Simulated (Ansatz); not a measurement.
Species: CH₅BO, charge 0, singlet. CH5BO (SMILES COB).
B3LYP-D3(BJ)/def2-TZVP minimum from Ansatz (a program for electronic structure):
```
O
B 1 1.3413
C 1 1.4248 2 122.78
H 3 1.0902 1 108.62 2 -120.82
H 3 1.0902 4 108.94 1 118.15
H 3 1.0921 4 109.73 5 120.14
H 2 1.1924 1 116.95 3 -180.00
H 2 1.1992 7 122.74 1 -180.00
```
Charge 0, spin multiplicity 1.

Total energies in hartree (Ansatz). Radicals and triplets start from unrestricted determinants; spin-orbit coupling is neglected. Correlated methods leave the cores frozen. No relativity. For partners of very few electrons the exact lower level stands in for a higher one.

```tsv
species	HF/cc-pVTZ	CCSD(T)/cc-pVTZ	HF/cc-pVQZ	CCSD(T)/cc-pVQZ	CCSD(T)/cc-pVDZ	CCSDT(Q)/cc-pVDZ
1: CH5BO (SMILES COB)	-140.40134	-140.97038	-140.41163	-141.01343	-140.81982	-140.82143
2: B (doublet)	-24.53207	-24.59810	-24.53297	-24.60084	-24.58941	-24.58977
3: H (doublet)	-0.49981	-0.49981	-0.49995	-0.49995	-0.49928	-0.49928
4: O (triplet)	-74.81176	-74.97396	-74.81729	-74.99357	-74.90995	-74.91013
5: C (triplet)	-37.69157	-37.78076	-37.69331	-37.78654	-37.76038	-37.76071
```

Q: Work out the atomisation energy (electronic, to ground-state atoms) in kcal/mol: take Hartree-Fock from cc-pVQZ, extrapolate the CCSD(T) correlation energy as X^-3 (X = 3, 4), and add CCSDT(Q) - CCSD(T) in cc-pVDZ. 1 hartree = 627.51 kcal/mol.

A: 
Species 1: correlation (64·(-0.60180) - 27·(-0.56904))/37 = -0.62571; step -0.00161; E1 = -140.41163 + (-0.62571) + (-0.00161) = -141.03895
Species 2: correlation (64·(-0.06787) - 27·(-0.06603))/37 = -0.06921; step -0.00036; E2 = -24.53297 + (-0.06921) + (-0.00036) = -24.60254
Species 3: correlation (64·(0.00000) - 27·(0.00000))/37 = 0.00000; step +0.00000; E3 = -0.49995 + (0.00000) + (+0.00000) = -0.49995
Species 4: correlation (64·(-0.17628) - 27·(-0.16220))/37 = -0.18655; step -0.00018; E4 = -74.81729 + (-0.18655) + (-0.00018) = -75.00402
Species 5: correlation (64·(-0.09323) - 27·(-0.08919))/37 = -0.09618; step -0.00033; E5 = -37.69331 + (-0.09618) + (-0.00033) = -37.78982
-1·E1 +1·E2 +5·E3 +1·E4 +1·E5 = 1.14282 hartree = 717.1 kcal/mol.
